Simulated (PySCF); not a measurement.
SMILES [SiH2]([SiH3])C[SiH3], GFN2-xTB optimised geometry.

```
14

Si     1.84    -0.51     0.00
C     -0.06    -0.51     0.00
Si    -0.88     1.21     0.00
Si    -0.35     2.41    -1.90
H      2.34    -1.89     0.01
H      2.33     0.18     1.19
H      2.32     0.17    -1.20
H     -0.41    -1.07     0.87
H     -0.41    -1.07    -0.87
H     -2.34     0.99     0.14
H     -0.48     1.89     1.24
H     -1.41     3.34    -2.28
H      0.86     3.22    -1.74
H     -0.11     1.56    -3.07
```

Density from B3LYP/def2-TZVP run with PySCF at that geometry.

Minimum of the electron density along straight lines between bonded atoms, close to the bond critical point (lines longer than 1.1 times the sum of covalent radii, or with two minima, are not listed):

| bond | length / Å | ρ at the minimum / e bohr⁻³ | ∇²ρ there / e bohr⁻⁵ | position (fraction from the first atom) |
|---|---|---|---|---|
| Si1–C2 | 1.897 | 0.116 | 0.15 | 0.39 |
| C2–Si3 | 1.906 | 0.113 | 0.14 | 0.61 |
| Si3–Si4 | 2.308 | 0.100 | -0.19 | 0.49 |
| Si1–H5 | 1.467 | 0.124 | 0.18 | 0.49 |
| Si1–H6 | 1.464 | 0.125 | 0.18 | 0.49 |
| Si1–H7 | 1.466 | 0.124 | 0.19 | 0.49 |
| C2–H8 | 1.091 | 0.271 | -0.89 | 0.64 |
| C2–H9 | 1.091 | 0.271 | -0.88 | 0.64 |
| Si3–H10 | 1.475 | 0.122 | 0.17 | 0.49 |
| Si3–H11 | 1.472 | 0.123 | 0.18 | 0.49 |
| Si4–H12 | 1.466 | 0.123 | 0.19 | 0.49 |
| Si4–H13 | 1.466 | 0.123 | 0.19 | 0.49 |
| Si4–H14 | 1.467 | 0.122 | 0.19 | 0.49 |
